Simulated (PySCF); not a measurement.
# F²⁺ (fluorine, charge +2) across methods

[He] 2s2 2p2 3d1, one real determinant (an excited configuration). Computed with PySCF 2.14 in aug-cc-pVQZ (6s5p4d3f2g, 80 functions), with no relativity, point nucleus. The B2PLYP total includes its PT2 part (frozen core); its orbital energies are those of the SCF part.

| method | E (hartree) | mean ε 2s β (eV) | mean ε 2p α (eV) | mean ε 3d α (eV) | Σ⟨r²⟩ (bohr²) | ⟨S²⟩ |
| --- | --- | --- | --- | --- | --- | --- |
| TPSSh | -96.0518 | -77.388 | -65.485 | -11.396 | 10.90 | 3.751 |
| UHF | -95.81079 | -84.568 | -76.781 | -13.273 | 11.02 | 3.753 |
| HSE06 | -95.9709 | -78.166 | -66.670 | -11.426 | 10.89 | 3.751 |
| LDA | -95.3693 | -75.774 | -63.525 | -10.897 | 10.82 | 3.751 |
| r2SCAN | -95.9967 | -76.539 | -65.072 | -11.052 | 10.95 | 3.752 |
| B2PLYP | -96.0050 | -81.069 | -70.739 | -12.325 | 10.93 | 3.752 |
| PBE | -95.9566 | -76.034 | -63.647 | -11.185 | 10.87 | 3.751 |
| PBE0 | -95.9622 | -78.596 | -67.093 | -11.808 | 10.89 | 3.751 |
| revPBE | -96.0333 | -76.073 | -63.627 | -11.259 | 10.90 | 3.751 |

⟨L²⟩ = 7.99 against 12 for a pure F term, so this real determinant mixes terms. The outer electron is Rydberg-like, and this basis confines it to a smaller radius and binds it less than a complete one would.
